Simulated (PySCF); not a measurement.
Identify the compound

The spectra below were simulated for a compound C2H7BO.

¹H NMR (400 MHz, computed): δ 7.62 (br, 2H), 3.82 (s, 2H), 3.26 (s, 3H).

¹³C{¹H} NMR (computed): δ 80.0 (CH2), 61.5 (CH3).

Non-relativistic Hamiltonian, no solvent model, averaged over atoms made equivalent by symmetry, fast rotation or ring inversion, single conformer. PBE0-D3(BJ)/def2-SVP geometry; shielding tensors at PBE0/pcSseg-1 (GIAO); J couplings at B3LYP/pcJ-1 (spin–dipole term only in couplings to heteroatoms); PySCF 2.14.

Referencing at the same level of theory: TMS for ¹H (σ = 31.27 ppm) and ¹³C (σ = 184.41 ppm).

Question: Propose a structure and justify it.

Answer: 
2 carbon signals for 2 carbons: no two carbons are equivalent. Carbon types of the structure: 1 × CH2, 1 × CH3, leaving 2 H on heteroatoms. δC 80.0: sp3 CH2 bonded to B and O; pulled downfield by the heteroatom. δC 61.5: methyl carbon bonded to O; pulled downfield by the heteroatom. δH 7.62: hydrogen on a boron bonded to C. δH 3.82: hydrogen on an sp3 CH2 bonded to B and O; its carbon carries O, hence the downfield position. δH 3.26: hydrogen on a methyl carbon bonded to O; its carbon carries O, an electronegative neighbour.

The compound is `BCOC`.

Hydrogens on boron are broadened and split by ¹¹B (spin 3/2, 80 %) and 10B (spin 3). A carbon bonded to boron is broadened by the quadrupolar boron nucleus and is often missing from a measured spectrum. Shifts are as computed. Against solution values, carbons near 30 ppm lie about +2 ppm off and those near 130 ppm about +5 ppm. Of 1211 compounds with measured shifts, 218 miss one by over three times the rms of a fit or turn the order of signals round; such compounds aren't used in these exercises. Only one conformer was computed, so three-bond couplings in flexible chains and rings are approximate.
